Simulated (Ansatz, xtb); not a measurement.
Two conformers of H8OSi3

Structure X: `[SiH3]O[SiH2][SiH3]`, a singlet. Structure Y: `[SiH3]O[SiH2][SiH3]`, a singlet. Both are isolated molecules in the gas phase, relaxed with B3LYP/6-31G*.

X (Å):

```xyz
12

O    -0.4879   -0.1009   -2.0111
Si   -0.8309   -1.1269   -3.2592
Si   -0.2726    0.1709   -0.3896
Si    0.2517    2.4335   -0.0379
H    -0.7844   -0.3569   -4.5272
H    -2.1869   -1.7189   -3.0970
H     0.1649   -2.2315   -3.3221
H    -1.5128   -0.1900    0.3583
H     0.8240   -0.6964    0.1329
H     0.4442    2.6723    1.4215
H     1.5072    2.8127   -0.7433
H    -0.8433    3.3220   -0.5166
```

Y (Å):

```yaml
atoms:
  - { symbol: O, position_ang: [-0.0537, 0.7780, 1.8856] }
  - { symbol: Si, position_ang: [-0.3351, -0.7019, 2.5590] }
  - { symbol: Si, position_ang: [0.8203, 1.8167, 0.9360] }
  - { symbol: Si, position_ang: [0.5479, 1.3721, -1.3601] }
  - { symbol: H, position_ang: [0.8968, -1.2293, 3.2073] }
  - { symbol: H, position_ang: [-0.7767, -1.6734, 1.5215] }
  - { symbol: H, position_ang: [-1.4044, -0.5635, 3.5794] }
  - { symbol: H, position_ang: [2.2698, 1.7278, 1.2821] }
  - { symbol: H, position_ang: [0.3653, 3.2018, 1.2361] }
  - { symbol: H, position_ang: [1.0244, 0.0040, -1.7086] }
  - { symbol: H, position_ang: [-0.8773, 1.4889, -1.7766] }
  - { symbol: H, position_ang: [1.3472, 2.3566, -2.1448] }
```

Estimate which is lower in electronic energy at CCSD(T)/def2-SVP + ΔMP2/def2-TZVPP, and by roughly how much.

Too close to call at this level: CCSD(T)/def2-SVP + ΔMP2/def2-TZVPP gives E(Y) − E(X) = +0.13 kcal/mol.

How the difference moves with the method:

```
                             level      geometry  E(Y) − E(X) (kcal/mol)  departure from the last row (kcal/mol)  job, with rough time for the two
                      B3LYP/6-31G*  B3LYP/6-31G*                     +0.03                                   −0.09             optimisation, 2.4 min
                       HF/def2-SVP  B3LYP/6-31G*                     +0.27                                   +0.14           part of the CCSD(T) run
                      MP2/def2-SVP  B3LYP/6-31G*                     +0.19                                   +0.07           part of the CCSD(T) run
                  CCSD(T)/def2-SVP  B3LYP/6-31G*                     +0.18                                   +0.05                      single point
CCSD(T)/def2-SVP + ΔMP2/def2-TZVPP  B3LYP/6-31G*                     +0.13                                                        single point, 46 s
```

The largest departure from CCSD(T)/def2-SVP + ΔMP2/def2-TZVPP is that of HF/def2-SVP, 0.14 kcal/mol. Levels run at GFN2-xTB geometries aren't shown. The last row adds to CCSD(T) the change of the MP2 difference between the two basis sets, here −0.05 kcal/mol.

With harmonic frequencies from B3LYP/6-31G* (ideal gas, rigid rotor, one conformer each, 298.15 K, 1 atm): on the last row, ΔE + ΔZPE = +0.16 kcal/mol. A mode under 50 cm⁻¹ makes harmonic enthalpies and free energies unreliable, so none is given.

The correlated steps freeze 16 core orbitals. Programs: Ansatz 0.2.0; the last row on 1 thread of Arm Neoverse V1 on a shared host.
